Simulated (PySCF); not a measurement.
NMR data simulated for an unnamed compound:

¹H NMR (500 MHz, computed): δ 6.88 (m, 1H), 5.55 (d, 1H), 3.65 (s, 6H), 2.11 (m, 2H), 1.04 (t, 3H).

¹³C{¹H} NMR (computed): δ 168.3 (CH), 124.3 (CH), 53.0 (CH3), 36.0 (CH2), 16.4 (CH3).

- shieldings: GIAO B3LYP/pcSseg-1
- geometry from PBE0-D3(BJ)/def2-SVP
- run in PySCF 2.14
- non-relativistic, single conformer, in vacuum, equivalent nuclei averaged

δ = σ(ref) − σ, references computed at the same level: TMS for ¹H (σ = 31.38 ppm) and ¹³C (σ = 179.24 ppm).

**Question.** Which of these does the molecule contain: a three-membered ring, a CH3CH2 unit, an amide, a heteroaromatic ring, a non-aromatic C=C double bond?

**Answer.** 
- A three-membered ring: no.
- A CH3CH2 unit: yes (δC 16.4, 36.0; δH 1.04 (t), 2.11 (m)).
- An amide: no.
- A heteroaromatic ring: no.
- A non-aromatic C=C double bond: yes.

The data belong to SMILES CC/C=C/B(OC)OC, C$_{6}$H$_{13}$BO$_{2}$; they needn't prove each group on their own.

Carbon signals by region: 1 in the far downfield region (above 160 ppm), 1 in the sp2 and nitrile region (100–160 ppm), 1 at 50–100 ppm, 2 below 50 ppm. Above 160 ppm: 168.3, alkene CH.

A carbon bonded to boron is broadened by the quadrupolar boron nucleus and is often missing from a measured spectrum. Shifts are as computed. Against solution values, carbons near 30 ppm lie about +2 ppm off and those near 130 ppm about +6 ppm. Of 1211 compounds with measured shifts, 218 miss one by over three times the rms of a fit or turn the order of signals round; such compounds aren't used in these exercises. Multiplicities follow the n + 1 count of equivalent neighbours, as no J values were calculated; m marks all less simple cases, F and P coupling included.
